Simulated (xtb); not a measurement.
H3O3Zr, SMILES [OH][Zr+]([OH])[OH], charge +1, multiplicity 1. All values are semi-empirical tight-binding results from xtb (GFN2-xTB unless named), good for trends rather than for accurate numbers. Geometry optimised at GFN2-xTB. The multiplicity is an assumed one; other spin states were not compared. The isomer is the one that the SMILES or the coordinates give; other isomers of the formula were not compared. Other conformers were not sampled.

Optimised geometry:

```xyz
7

Zr    -0.0007    -0.0002     0.0000
O      1.8126     0.2317     0.0000
H      2.7659     0.3862     0.0000
O     -1.1061     1.4559     0.0000
H     -1.7030     2.2152     0.0000
O     -0.7048    -1.6877     0.0000
H     -1.0471    -2.5907     0.0000
```
Charge +1, spin multiplicity 1.

For metal compounds this method's bond lengths and energies can be far off.

Computed properties:
| Property | Value |
|---|---|
| point group as xtb finds it | D3h |
| orbital gap | 3.53 eV |
| zero-point energy | 21.0 kcal/mol |
| G − E(el) at 298.15 K (modified RRHO) | 1.7 kcal/mol |

Give the atomic charges and the Wiberg bond orders between heavy atoms. (The exact figures need the calculation; the answer reports its results.)

charges (e) Zr1 1.41, O2 -0.53, H3 0.40, O4 -0.53, H5 0.40, O6 -0.53, H7 0.40. Bond orders Zr1–O2 1.28, Zr1–O4 1.28, Zr1–O6 1.28.
